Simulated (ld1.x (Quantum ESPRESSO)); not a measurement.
bromine (Br), TM semilocal: configuration errors across variants

- Element: bromine (Br)
- Generator: ld1.x (Quantum ESPRESSO) 7.5
- Type: norm-conserving Troullier–Martins (semilocal form)
- Functional: LDA (PZ)
- Relativity: scalar-relativistic
- Frozen core: [Ar]
- Valence charge: 17
- Reference configuration: 3d10 4s2 4p4 (charge +1)
- Partial waves: 4s (bound): rc 1.50 bohr; 3d (bound): rc 0.90 bohr; 4p (bound): rc 1.60 bohr
- Local potential: the p channel
- Core correction: a·sin(br)/r model core inside 0.75 bohr

All-electron excitation energies from the reference (eV): (1) 3d10 4s2 4p5 -12.708; (2) 3d10 4s2 4p3 22.944; (3) 3d10 4s2 4p2 57.165; (4) 3d9 4s2 4p6 51.760; (5) 3d9 4s2 4p5 66.031; (6) 3d10 4s1 4p6 -0.290; (7) 3d10 4s2 4p4.5 -7.559; (8) 3d10 4s2 4p4 spin -0.710; (9) 3d10 4s2 4p5 spin -12.860.

Spin tests fill each open shell by Hund’s rule, majority spin first.

In the semilocal form every listed channel keeps its own potential, so the choice of the local channel does not act on these tests. It acts once the file is put into the separable form.

A semilocal file is local in each channel, so a ghost entry of none says nothing of the separable form that plane-wave codes build from it.

2 further variants failed, have other tests or too few solved ones, and are left out.

A true bound ghost makes a file unfit for plane-wave use even where its test errors are small: the radial tests pick states by their node count and pass the ghost by.

Errors AE − PS in meV (a dash: test not solved or not reliable):

```tsv
change	(1)	(2)	(3)	(4)	(5)	(6)	(7)	(8)	(9)	bound ghosts
base	+4.7	+0.3	+11	-924	-824	-0.2	+2.1	+9.7	+6.7	none
type ultrasoft, which also changes the form from semilocal to separable; waves now 4s (bound): rcut 1.30, rcutus 1.50 bohr; 4s channel at 1.05 Ry: rcut 1.30, rcutus 1.50 bohr; 4p (bound): rcut 1.40, rcutus 1.60 bohr; 4p channel at 0.55 Ry: rcut 1.40, rcutus 1.60 bohr; 3d (bound): rcut 0.80, rcutus 0.90 bohr; 3d channel at -3.75 Ry: rcut 0.80, rcutus 0.90 bohr; local potential all-electron potential smoothed inside 0.90 bohr (lloc = -1); augmentation built from norm-conserving waves at rcut, not smoothed further	+2.9	-2.8	-2.9	–	–	–	–	–	–	s
wave 4s (bound): rc 1.50 bohr becomes 4s (bound): rc 1.18 bohr	+4.8	+0.6	+13	-872	-757	-1.6	+2.1	+9.9	+6.9	none
core correction a·sin(br)/r model core inside 0.64 bohr	+4.7	+0.3	+11	-941	-841	-0.2	+2.1	+9.6	+6.7	none
local potential the d channel	+4.7	+0.3	+11	-924	-824	-0.2	+2.1	+9.7	+6.7	none
wave 4p (bound): rc 1.60 bohr becomes 4p (bound): rc 1.20 bohr	+6.1	+2.9	+18	-537	-440	+1.8	+2.4	+2.1	+6.8	none
```

(1) Give the same row for: all radii but the core radius scaled by about 0.77 (s 1.16, p 1.24, d 0.70 bohr).

Answers

(1) +6.0, +2.8, +20, -630, -511, +1.1, +2.4, +3.3, +6.9; bound ghosts: not determined.
